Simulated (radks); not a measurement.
The terbium ion Tb27+, 38 electrons, occupied as [Kr] 4d2.

Calculated with a radial shooting solver on a logarithmic mesh with Libxc functionals: Dirac Kohn-Sham, BLYP, spin-unpolarised, spherical densities, finite nucleus; open shells fill j = l - 1/2 first; Fermi nuclear charge, rms radius 5.06 fm.

Energy parts (Ry):
part                       energy
total                 -22739.0551
kinetic                24937.3590
electron-nucleus      -53311.4095
Hartree                 6081.5654
exchange-correlation    -446.5701

Orbitals (lengths in bohr, moments of r in powers of bohr; r(90%) holds 90 % of the orbital's charge):
| orbital | occ. | eigenvalue (Ry) | r(90%) |
|---|---|---|---|
| 1s1/2 | 2 | -3874.936 | 0.0389 |
| 2s1/2 | 2 | -698.5552 | 0.141 |
| 2p1/2 | 2 | -667.3531 | 0.125 |
| 2p3/2 | 4 | -612.4366 | 0.134 |
| 3s1/2 | 2 | -205.5920 | 0.348 |
| 3p1/2 | 2 | -192.1312 | 0.340 |
| 3p3/2 | 4 | -180.5827 | 0.358 |
| 3d3/2 | 4 | -157.6011 | 0.329 |
| 3d5/2 | 6 | -155.0637 | 0.334 |
| 4s1/2 | 2 | -86.45010 | 0.706 |
| 4p1/2 | 2 | -80.92703 | 0.715 |
| 4p3/2 | 4 | -77.64779 | 0.742 |
| 4d3/2 | 2 | -68.53083 | 0.754 |
| 4d5/2 | 0 | -67.84266 | 0.762 |
| 5s1/2 | 0 | -47.27722 | 1.24 |
| 5p1/2 | 0 | -44.80698 | 1.26 |
| 5p3/2 | 0 | -43.53526 | 1.30 |

The highest occupied level is 4d3/2 at -932.41 eV. The density falls to 0.001 e/bohr^3 at r = 1.31 bohr.
